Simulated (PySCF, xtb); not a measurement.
Si(Cl)2(Me)(NH2) (CH₅Cl₂NSi), SMILES C[Si](N)(Cl)Cl. Other conformers were not sampled.

Harmonic wavenumbers (cm⁻¹) from xtb with GFN2-xTB at its own minimum, in rising order: 98, 125, 128, 177, 194, 218, 220, 381, 434, 502, 725, 786, 823, 847, 925, 1382, 1474, 1475, 1496, 3042, 3043, 3048, 3492, 3530.

Question: What does PySCF 2.14.0 with PBE-D3(BJ)/def2-SVP give at its own minimum? (An estimate is asked for; the answer gives what the named calculation found.)

Answer: 130, 146, 158, 207, 223, 246, 279, 445, 463, 551, 702, 735, 785, 856, 881, 1223, 1375, 1378, 1488, 2984, 3085, 3099, 3478, 3575. Paired by order, the mean absolute difference is 46 cm⁻¹ and the zero-point energies are 40.8 and 40.7 kcal/mol.
